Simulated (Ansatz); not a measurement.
```yaml
crystal:
  periodic: [false, false, false]
  atoms:
    - {symbol: C, position_ang: [-1.221315, -0.353978, 0.595852]}
    - {symbol: Zr, position_ang: [0.821858, -0.066769, -0.525365]}
    - {symbol: F, position_ang: [2.361086, -0.677324, 0.569608]}
    - {symbol: F, position_ang: [0.479693, -0.331105, -2.213333]}
    - {symbol: F, position_ang: [1.197133, 1.948000, -0.521550]}
    - {symbol: H, position_ang: [-0.872227, 0.111802, 1.733357]}
    - {symbol: H, position_ang: [-1.230982, -1.165639, 0.717292]}
    - {symbol: H, position_ang: [-1.942919, 0.197741, 0.207653]}
basis:
  gaussian: {orbitals: def2-TZVP}
hamiltonian: {xc: {name: B3LYP-D3}}
```

```sh
$ ansatz run in.yaml --threads 4 --pin off --events-out ev --progress --plain --max-ram 10444MiB
```

It prints (some lines left out):

```
Error: YAML parse error: error: line 14 column 19: hamiltonian.xc: no functional is named "B3LYP-D3"; the names, which are not case-sensitive, are SVWN5, SPW92, PBE, PBE0, PBEsol, revPBE, revPBE0, RPBE, rPW86-PBE, HSE06, wPBEh, LC-wPBE, HISS, HF, BLYP, B3LYP, B3LYP5, BHLYP, CAM-B3LYP, r2SCAN, r2SCANh, r2SCAN0, r2SCAN50, m-r2SCAN, B97, wB97, wB97X, wB97X-V, B97M-V, wB97M-V, B2PLYP, B2GP-PLYP, PBE0-DH, PBE-QIDH
12 | basis:
13 |   gaussian: {orbitals: def2-TZVP}
14 | hamiltonian: {xc: {name: B3LYP-D3}}
```

Q: What is wrong with this run?

A: The method's name isn't one that the program takes here. The input was rejected before any iteration.

HSE06 is defined as in plane-wave codes.
